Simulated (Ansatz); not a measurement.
The same path of BrCl2F2HZr (7 atoms, charge 0, multiplicity 1) was run 3 times with different band settings. Lost on the way: Br6–H7. Made: Cl2–H7.

Method: RKS B3LYP-D4/def2-SVP in Ansatz.

Relaxed end points:

```xyz
7
Properties=species:S:1:pos:R:3
Zr -0.079 0.019 0.031
Cl -0.323 0.295 2.377
F 1.690 0.063 -0.659
F -0.791 1.638 -0.635
Cl -1.472 -1.614 -0.939
Br 1.406 -2.671 1.249
H 1.056 -2.250 2.572
```

```xyz
7
Properties=species:S:1:pos:R:3
Zr 0.376 -0.402 -0.217
Cl -0.856 -0.620 2.596
F 1.222 -0.163 -1.887
F 0.185 1.397 0.354
Cl -1.629 -1.483 -0.815
Br 2.091 -1.836 0.994
H 0.097 -1.415 2.973
```

Common settings: spring 5.0 eV/Å²; optimiser quadratic models (default); start path through a guess of the saddle point; force threshold 0.05 eV/Å; iteration limit 60; end points relaxed.

| run | movable images | climbing image |
| --- | --- | --- |
| 1 | 5 | yes |
| 2 | 8 | no |
| 3 | 6 | no |

**Question.** What does each run give, and how far can it be trusted?

**Answer.** Run 1: converged after 14 iterations, highest image 0.376 eV above the first end. A vibrational analysis at the climbing image gives one clearly imaginary mode, 290i cm⁻¹: a first-order saddle point.
Run 2: converged after 11 iterations, highest image 0.357 eV above the first end. No image climbed, so the highest image needn't sit at the top of the path.
Run 3: converged after 10 iterations, highest image 0.328 eV above the first end. No image climbed, so the highest image needn't sit at the top of the path.
The orbitals stay closed-shell, which can raise the energy where a bond breaks towards radicals; this wasn't checked here.
